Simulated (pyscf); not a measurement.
## `[CH2][GeH3]`, doublet

Gas-phase minimum from PySCF at ωB97X-D3(BJ)/def2-SVP, one conformer. •H₂C–GeH₃ lies 20.6 kcal/mol over its isomer H₃C–GeH₂• (electronic energy, ωB97M-D3(BJ)). 

```xyz
7

C     -0.3227    -0.6968    -0.1652
Ge    -1.1969    -0.6686    -1.8781
H     -0.8510    -0.4532     0.7627
H      0.7242    -0.9982    -0.0517
H     -1.7340    -2.0672    -2.2434
H     -2.3816     0.3106    -1.8442
H     -0.2025    -0.2390    -2.9698
```
Charge 0, spin multiplicity 2.

Bonded distances (Å): C1–Ge2 1.923, C1–H3 1.095, C1–H4 1.095, Ge2–H5 1.542, Ge2–H6 1.537, Ge2–H7 1.538. Bond angles (°): Ge2–C1–H3 122.1, Ge2–C1–H4 122.1, H3–C1–H4 115.7, C1–Ge2–H5 110.9, C1–Ge2–H6 109.9, C1–Ge2–H7 110.0, H5–Ge2–H6 108.3, H5–Ge2–H7 108.1, H6–Ge2–H7 109.6.

Properties at ωB97X-D3(BJ)/def2-SVP:

```json
{
  "harmonic_wavenumbers_unscaled": "36, 474, 504, 609, 665, 806, 874, 902, 915, 1380, 2155, 2183, 2188, 3165, 3279 cm⁻¹",
  "zero_point_energy": "28.8 kcal/mol",
  "rotational_symmetry_number": "1",
  "Entropy of this conformer at 298 K and 1 atm, rigid rotor and harmonic oscillator, modes under 100 cm⁻¹ raised to 100": "287.2 J/(mol K)",
  "dipole_moment": "0.51 D",
  "Spin expectation value S2": "0.754"
}
```

Single-point totals, which compare only within one level (frozen core for MP2 and CC):

| level | total energy (hartree) |
|---|---|
| ωB97X-D3(BJ)/def2-TZVP | -2118.03623 |
| PBE/def2-TZVP | -2117.66890 |
| r²SCAN/def2-TZVP | -2118.01934 |
| B3LYP-D3(BJ)/def2-TZVP | -2118.11368 |
| PBE0-D3(BJ)/def2-TZVP | -2117.74003 |
| M06-2X/def2-TZVP | -2118.02271 |
| ωB97M-D3(BJ)/def2-TZVP | -2118.07805 |
| UHF/def2-TZVPP | -2116.10599 |
| MP2/def2-TZVPP | -2116.51897 |
| CCSD/def2-TZVPP | -2116.55013 |
| CCSD(T)/def2-TZVPP | -2116.56460 |

The lowest mode is so soft that the shape along it may change with the basis. Soft torsions are taken as harmonic, which can shift the entropy by several J/(mol K). The CCSD(T) − MP2 part came from Ansatz, without density fitting, on the same reference. The frozen core leaves the outer d or s,p core shells of the metals and heavy elements correlated in the MP2 and CC values, and def2-TZVPP describes them poorly, so these totals are far from the basis limit. Elements up to Kr have no core potential and no relativistic terms here.
